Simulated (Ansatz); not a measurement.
Cd(Me)(SMe) (C2H6CdS), SMILES [Cd]([S]C)[CH3].

The structure is a stationary point at r2SCAN-D4/def2-SVP. A frequency run showed that this geometry is not a minimum. The def2 effective core potentials stand for the cores of Cd; spin–orbit coupling is left out. The values are those of a single conformer.

Two levels are set side by side: PBE/def2-SVPD (Ansatz, a program for electronic structure) and CAM-B3LYP/def2-SVPD (Ansatz). Energy differences of separate SCF runs at the same geometry; the states with an electron removed or added have multiplicity 2 and 2. Differences are taken from unrounded values.

```csv
quantity,CAM-B3LYP,PBE,PBE minus CAM-B3LYP
vertical ionisation energy (eV),8.45,8.37,-0.08
vertical singlet–triplet gap (eV),4.42,4.21,-0.21
```
